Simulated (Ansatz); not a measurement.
## Ansatz (development build ahead of 0.2.0) run

```yaml
crystal:
  periodic: [false, false, false]
  atoms:
    - { symbol: H, position_ang: [1.6686, 0.0, 0.0] }
    - { symbol: H, position_ang: [1.34993, 0.95221, 0.0] }
    - { symbol: H, position_ang: [0.51563, 1.54071, 0.0] }
    - { symbol: H, position_ang: [-0.51563, 1.54071, 0.0] }
    - { symbol: H, position_ang: [-1.34993, 0.95221, 0.0] }
    - { symbol: H, position_ang: [-1.6686, 0.0, 0.0] }
    - { symbol: H, position_ang: [-1.34993, -0.95221, 0.0] }
    - { symbol: H, position_ang: [-0.51563, -1.54071, 0.0] }
    - { symbol: H, position_ang: [0.51563, -1.54071, 0.0] }
    - { symbol: H, position_ang: [1.34993, -0.95221, 0.0] }
basis:
  gaussian: { orbitals: def2-SVPD }
hamiltonian:
  xc: hf
```

The input is written out in the form of the current development build from the run's settings.

Results

| Property | Result |
| --- | --- |
| Converged | yes |
| Total energy | -5.39163 hartree |
| Spin squared of the determinant | 0.000 |

Caution: stretched shape with no unrestricted run beside it, a lower state can exist.
